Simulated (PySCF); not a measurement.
Mg(SH)(SMe) (CH₄MgS₂), SMILES C[S][Mg][SH].

Coordinates come from a PBE0-D3(BJ)/def2-SVP optimisation. Other conformers were not sampled.

Computed with PySCF 2.14.0 with TDA-M06-2X/def2-SVPD.

Vertical excitations. 

Task: Give excitation energies, oscillator strengths and character. (The exact figures need the calculation; the answer reports its results.)

Result: 
```json
[
 {"state": "S1", "energy (eV)": "4.07", "λ (nm)": "305", "f": "0.026", "main pairs": "HOMO→LUMO 94 %"},
 {"state": "S2", "energy (eV)": "4.56", "λ (nm)": "272", "f": "0.044", "main pairs": "HOMO−1→LUMO 94 %"},
 {"state": "S3", "energy (eV)": "4.67", "λ (nm)": "266", "f": "0.002", "main pairs": "HOMO→LUMO+1 87 %"},
 {"state": "S4", "energy (eV)": "5.00", "λ (nm)": "248", "f": "0.051", "main pairs": "HOMO−2→LUMO 54 %, HOMO→LUMO+2 38 %"},
 {"state": "S5", "energy (eV)": "5.46", "λ (nm)": "227", "f": "0.011", "main pairs": "HOMO−1→LUMO+2 68 %"},
 {"state": "S6", "energy (eV)": "5.51", "λ (nm)": "225", "f": "0.104", "main pairs": "HOMO−2→LUMO+1 25 %, HOMO→LUMO+2 19 %, HOMO−1→LUMO+2 16 %, HOMO−1→LUMO+1 16 %"},
 {"state": "S7", "energy (eV)": "5.63", "λ (nm)": "220", "f": "0.032", "main pairs": "HOMO−2→LUMO+1 57 %, HOMO→LUMO+2 11 %, HOMO−1→LUMO+1 10 %"},
 {"state": "S8", "energy (eV)": "5.80", "λ (nm)": "214", "f": "0.229", "main pairs": "HOMO−2→LUMO+2 32 %, HOMO−1→LUMO+1 20 %, HOMO−2→LUMO 15 %, HOMO→LUMO+2 15 %"},
 {"state": "S9", "energy (eV)": "5.83", "λ (nm)": "213", "f": "0.091", "main pairs": "HOMO−2→LUMO+2 57 %, HOMO−1→LUMO+1 13 %"},
 {"state": "S10", "energy (eV)": "6.27", "λ (nm)": "198", "f": "0.009", "main pairs": "HOMO−1→LUMO+3 35 %, HOMO−1→LUMO+4 17 %, HOMO−1→LUMO+9 13 %, HOMO−1→LUMO+6 10 %"},
 {"state": "T1", "energy (eV)": "3.80", "λ (nm)": "326", "f": "0", "main pairs": "HOMO→LUMO 91 %"},
 {"state": "T2", "energy (eV)": "4.28", "λ (nm)": "290", "f": "0", "main pairs": "HOMO−1→LUMO 91 %"},
 {"state": "T3", "energy (eV)": "4.32", "λ (nm)": "287", "f": "0", "main pairs": "HOMO−2→LUMO 79 %"},
 {"state": "T4", "energy (eV)": "4.46", "λ (nm)": "278", "f": "0", "main pairs": "HOMO→LUMO+1 81 %"}
]
```
Triplets are in the Tamm–Dancoff approximation.
